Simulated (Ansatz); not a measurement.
Mulliken charges of `BC1(F)C=C1` from r2SCAN/def2-TZVPP in Ansatz (PBE0-D4/def2-TZVP geometry).

| atom | x (Å) | y (Å) | z (Å) | charge (e) |
| --- | --- | --- | --- | --- |
| B1 | 0.315 | 0.700 | -1.248 | -0.056 |
| C2 | 0.423 | -0.147 | 0.021 | 0.192 |
| F3 | 1.680 | -0.700 | 0.273 | -0.250 |
| C4 | -0.710 | -0.947 | 0.587 | -0.121 |
| C5 | -0.387 | 0.096 | 1.258 | -0.121 |
| H6 | -0.743 | 1.193 | -1.501 | 0.008 |
| H7 | 1.254 | 0.868 | -1.965 | 0.016 |
| H8 | -1.274 | -1.853 | 0.444 | 0.165 |
| H9 | -0.468 | 0.743 | 2.114 | 0.165 |

Question: By hand: the dipole of these point charges (1 e Å = 4.8032 D).

Answer: Σ q r = (-0.497, 0.051, 0.161) e Å, of length 0.525 e Å = 2.52 D.

Question: How does the dipole of the full density compare? (Best estimate.)

Answer: The calculation gave: (-0.452, 0.003, 0.214) e Å, 2.40 D; the point charges give 1.05 times that, at 9° from its direction.

Point charges leave out the atoms' own dipoles, such as those of lone pairs, and Mulliken's split depends on the basis, so the close match here is no proof of good charges.
